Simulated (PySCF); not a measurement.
MoO2Cl, SMILES [Cl][Mo+](=[O])=[O], charge +1, multiplicity 1. The structure is a stationary point at PBE0-D3(BJ)/def2-SVP. The spin state was assumed, not searched. The isomer is the one that the SMILES or the coordinates give; other isomers of the formula were not compared. The def2 effective core potentials stand for the cores of Mo; spin–orbit coupling is left out.

Give the equilibrium geometry at PBE0-D3(BJ)/def2-SVP (PySCF confirms it by a frequency run) as bond lengths and angles, and its point group. (An estimate is asked for; the answer gives what the named calculation found.)

point group Cs.
Atoms: Mo1 O2 O3 Cl4. Bond lengths (Å): Mo1–O2 1.638, Mo1–O3 1.638, Mo1–Cl4 2.199. Bond angles (°): O2–Mo1–O3 104.2, O2–Mo1–Cl4 107.7, O3–Mo1–Cl4 107.7.
Charge +1, spin multiplicity 1.
